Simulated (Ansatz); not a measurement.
Reaction (ligand exchange at a Ge–S bond): `O[SiH2][S][GeH3]` + `N[SiH](O)F` → `O[SiH](F)[NH][GeH3]` + `O[SiH2]S`

Calculated with Ansatz (gas phase, PBE0-D4/def2-TZVP geometries, no zero-point term in ΔE). CBS: MP2 limit from def2 TZ/QZ plus the TZ coupled-cluster correction, frozen cores. This one scheme is used for every species. Functionals use def2-TZVPP. B3LYP here is the variant with VWN-RPA as its local correlation; programs differ in this. For Ge outer-core shells are correlated without core-valence functions, which leaves a few kJ/mol of doubt a bond. Scalar relativity is left out up to krypton. Each species was taken in one conformer, which may not be the lowest.

`O[SiH2][S][GeH3]`:

Z-matrix (Å, degrees):
```
Si
S 1 2.132
O 1 1.641 2 113.3
H 1 1.477 2 108.3 3 -116.5
H 1 1.489 2 107.5 3 123.0
Ge 2 2.227 1 98.1 3 -95.4
H 3 0.958 1 117.8 2 50.3
H 6 1.539 2 109.6 1 48.8
H 6 1.533 2 105.9 1 167.9
H 6 1.535 2 110.1 1 -72.0
```

`N[SiH](O)F`:

```xyz
8

N     0.707    0.305    0.903
Si   -0.300   -0.452   -0.238
O    -1.053    0.655   -1.166
F     0.685   -1.386   -1.076
H     1.517   -0.170    1.265
H     0.349    0.985    1.553
H    -1.386   -1.315    0.261
H    -0.518    1.377   -1.501
```

`O[SiH](F)[NH][GeH3]`:

```xyz
11

O    -1.332    0.430   -1.499
Si    0.280    0.199   -1.424
F     1.094    1.387   -2.115
N     0.782    0.138    0.197
Ge   -0.161   -0.545    1.628
H    -1.705    1.172   -1.019
H     0.529   -1.005   -2.236
H     1.734    0.394    0.407
H    -1.349    0.377    1.958
H     0.816   -0.596    2.811
H    -0.689   -1.949    1.293
```

`O[SiH2]S`:

Z-matrix (Å, degrees):
```
Si
S 1 2.133
O 1 1.642 2 113.5
H 1 1.478 2 111.7 3 117.8
H 1 1.484 2 102.9 3 -122.0
H 2 1.344 1 94.6 3 -65.2
H 3 0.959 1 117.2 2 -51.2
```

| level | ΔE (kcal/mol) | difference from CCSD(T)/CBS |
| --- | --- | --- |
| PBE-D4 | 10.9 | 1.5 |
| B3LYP-D4 | 9.5 | 0.1 |
| ωB97X-V | 8.9 | -0.5 |
| ωB97M-V | 9.5 | 0.1 |
| B2PLYP | 9.0 | -0.4 |
| PBE | 10.8 | 1.4 |
| r2SCAN | 10.3 | 0.9 |
| B3LYP | 9.2 | -0.2 |
| HF/def2-TZVPP | 7.9 | -1.5 |
| MP2/def2-TZVPP | 9.2 | -0.2 |
| SCS-MP2/def2-TZVPP | 8.2 | -1.2 |
| CCSD/def2-TZVPP | 8.0 | -1.4 |
| MP2/def2-QZVPP | 9.8 | 0.4 |
| HF/CBS(def2) | 7.8 | -1.6 |
| MP2/CBS(def2) | 10.3 | 0.9 |
| CCSD/CBS(def2) | 9.1 | -0.3 |
| CCSD(T)/CBS | 9.4 | 0 |

Largest T1 diagnostic among the species: 0.012.
